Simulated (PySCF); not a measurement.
## Spinor energies of S²⁺ (sulfur, charge +2)

Start: [Ne] 3s2 3p2; 3p1/2 filled at m_j = -1/2, +1/2. Calculated with PySCF 2.14 in x2c-TZVPPall-2c (5s6p3d1f, 45 functions): generalised Hartree-Fock with the X2C-1e Hamiltonian and a Gaussian nucleus; one run each with spin-orbit coupling (SO) switched off, then screened by Boettger's factors.

| spinor shell | electrons | ε, spin-free (eV) | ε, screened SO (eV) | weight of nominal j (screened SO) | rms radius, screened SO (bohr) |
| --- | --- | --- | --- | --- | --- |
| 1s1/2 | 2 | -2537.8 | -2537.8 | 1.000 | 0.112 |
| 2s1/2 | 2 | -272.10 | -272.09 | 1.000 | 0.515 |
| 2p1/2 | 2 | -207.45 | -208.87 | 0.838 | 0.488 |
| 2p3/2 | 4 | -207.45 | -206.73 | 0.919 | 0.492 |
| 3s1/2 | 2 | -45.268 | -45.262 | 0.999 | 1.71 |
| 3p1/2 | 2 | -34.597 | -34.613 | 0.520 | 1.90 |

| quantity | spin-free | screened SO |
| --- | --- | --- |
| E (hartree) | -397.40681 | -397.40892 |
| M_J | 0 | 0 |
| ⟨J²⟩ | 2.012 | 1.883 |
| ⟨L²⟩ | 2.008 | 2.010 |
| ⟨S²⟩ | 2.003 | 2.001 |

The determinant has a definite M_J but mixes levels of different J.

Each row is a mean over spinors that exchange with the open shell spreads, by up to 6.621 eV (3s1/2).

Rows whose weight is well below 1 are mixtures of j = l ± 1/2: exchange outweighs spin-orbit coupling there, and the label is only the starting occupation.

Without spin-orbit coupling the j labels of p, d and f shells carry no meaning; the spin-free column gives the mean over the occupied spinors of each nl shell.
